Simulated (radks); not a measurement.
Problem. Ru20+, 24 electrons, occupied as [Ar] 3d6 (the NIST ground configuration). Calculated with a radial shooting solver on a logarithmic mesh with Libxc functionals: Dirac Kohn-Sham, PBE, spin-unpolarised, spherical densities, finite nucleus; open shells fill j = l - 1/2 first; Fermi nuclear charge, rms radius 4.4809 fm.

Spin-orbit splittings of the eigenvalues, e(l+1/2) - e(l-1/2), with zeta = 2 splitting/(2l+1) and mean radii in bohr:

shell  occ.  splitting (eV)  zeta (eV)  <r> j=l-1/2  <r> j=l+1/2
2p        6           131.6      87.76       0.1232       0.1279
3p        6               ?          ?       0.3730       0.3818
3d        6           5.309      2.124       0.3467       0.3494
4p        0           7.629      5.086       0.8005       0.8131

Estimate the 3p splitting.

Solution. 25.42 eV (zeta = 16.95 eV).
